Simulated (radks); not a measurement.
Results of a calculation; reference values are marked as such.
Q: Au0.25+, configuration [Xe] 4f14 5d8.75 6s1 6p1 (fractional occupations, a model configuration). Level of theory: scalar-relativistic Kohn-Sham, PBE, spin-unpolarised, spherical densities, finite nucleus; Fermi nuclear charge, rms radius 5.4371 fm (a radial shooting solver on a logarithmic mesh with Libxc functionals). Some entries of the table are withheld. Estimate them.

| orbital | occ. | eigenvalue (eV) | <r^2> (bohr^2) |
|---|---|---|---|
| 1s | 2 | -80749.30 | (1) |
| 2s | 2 | -14254.93 | 0.005996 |
| 2p | 6 | -12328.69 | 0.005047 |
| 3s | 2 | -3370.655 | 0.03867 |
| 3p | 6 | -2811.620 | 0.03974 |
| 3d | 10 | -2213.337 | (2) |
| 4s | 2 | -737.7632 | 0.1870 |
| 4p | 6 | -554.3736 | 0.2136 |
| 4d | 10 | (3) | 0.2427 |
| 5s | 2 | -116.0995 | 0.9610 |
| 4f | 14 | -89.0726 | 0.3012 |
| 5p | 6 | (4) | 1.289 |
| 5d | 8.75 | -13.4786 | 2.760 |
| 6s | 1 | -10.0877 | 7.845 |
| 6p | 1 | -3.5951 | (5) |

A: 
(1) 1s <r^2> (bohr^2): 0.0003934
(2) 3d <r^2> (bohr^2): 0.03292
(3) 4d eigenvalue (eV): -333.8619
(4) 5p eigenvalue (eV): -67.3915
(5) 6p <r^2> (bohr^2): 17.46
